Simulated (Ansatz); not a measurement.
Start from `BSCB[SiH3]` and change one atom or group to get `B[SiH2]CB[SiH3]`.

Ansatz, PBE0-D4/def2-TZVP geometries, multiplicity 1. Each molecule was computed in one conformer, which needn't be the lowest.

```json
{"property": "LUMO energy (PBE/def2-TZVPP) / eV", "`BSCB[SiH3]`": "-3.26"}
{"property": "HOMO–LUMO gap (B3LYP/def2-TZVPP) / eV", "`BSCB[SiH3]`": "5.13"}
{"property": "HOMO energy (B3LYP/def2-TZVPP) / eV", "`BSCB[SiH3]`": "-7.57"}
{"property": "LUMO energy (B3LYP/def2-TZVPP) / eV", "`BSCB[SiH3]`": "-2.45"}
{"property": "HOMO–LUMO gap (PBE/def2-TZVPP) / eV", "`BSCB[SiH3]`": "3.45"}
{"property": "HOMO–LUMO gap (PBE0/def2-TZVPP) / eV", "`BSCB[SiH3]`": "5.55"}
```

Q: What does the change do to each property? (An estimate is asked.)

A: Ansatz gave: 
```
                             property  `B[SiH2]CB[SiH3]`  shift
    LUMO energy (PBE/def2-TZVPP) / eV              -2.84   0.42
HOMO–LUMO gap (B3LYP/def2-TZVPP) / eV               5.40   0.27
  HOMO energy (B3LYP/def2-TZVPP) / eV              -7.50   0.07
  LUMO energy (B3LYP/def2-TZVPP) / eV              -2.10   0.35
  HOMO–LUMO gap (PBE/def2-TZVPP) / eV               3.71   0.26
 HOMO–LUMO gap (PBE0/def2-TZVPP) / eV               5.71   0.16
```

With PBE0 the HOMO rises by 0.15 eV and the LUMO rises by 0.31 eV, so the gap widens by about 0.16 eV. PBE moves the HOMO by 0.15 eV and ωB97M-V by 0.25 eV.

B3LYP here is the variant with VWN-RPA as its local correlation; programs differ in this.
